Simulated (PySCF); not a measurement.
- GIAO PBE0/pcSseg-1 shieldings
- structure optimised with GFN2-xTB
- code: PySCF 2.14.0 with density-fitted response routines
- gas phase, non-relativistic Hamiltonian, fast rotation and ring inversion assumed for equivalent nuclei, a single conformation

References, each an isolated molecule treated in the same way: TMS for 1H (σ = 31.72 ppm) and 13C (σ = 186.93 ppm). Shifts are as computed. Against solution values, carbons near 30 ppm lie about +3 ppm off and those near 130 ppm about +5 ppm. Of 1211 compounds with measured shifts, 218 miss one by over three times the rms of a fit or turn the order of signals round; such compounds aren't used in these exercises. OH and NH positions are gas-phase values without hydrogen bonding to other molecules.

Q: Order these molecules by the shift of their most shielded carbon, lowest δ first.
A. C=C/P=P\C(C)(C)CC
B. C[Si@@]([SiH3])(P)O[SiH2]O
C. CC(C)P1CC=CC1
D. C[SiH2]O[Si@H](C)C#N

A: D (-0.6 ppm, methyl carbon bonded to Si), B (8.1 ppm, methyl carbon bonded to Si), A (13.7 ppm, methyl carbon), C (21.5 ppm, methyl carbon).

Q: Order these molecules by the shift of their most deshielded carbon-bound hydrogen, lowest δ first.
A. C=C/P=P\C(C)(C)CC
B. C[Si@@]([SiH3])(P)O[SiH2]O
C. CC(C)P1CC=CC1

A: B (0.55 ppm, hydrogen on a methyl carbon bonded to Si), C (6.06 ppm, hydrogen on an alkene CH), A (7.92 ppm, hydrogen on an alkene CH).

Q: How many 13C and 1H signals does each give (equivalence by symmetry and fast rotation, but not about amide C–N or C=N bonds)? `C[SiH2]O[Si@H](C)C#N`, `CC(C)P1CC=CC1`, `C[Si@@]([SiH3])(P)O[SiH2]O`, `C=C/P=P\C(C)(C)CC`

A: C[SiH2]O[Si@H](C)C#N: 3 C, 5 H; CC(C)P1CC=CC1: 4 C, 4 H; C[Si@@]([SiH3])(P)O[SiH2]O: 1 C, 6 H; C=C/P=P\C(C)(C)CC: 6 C, 6 H.
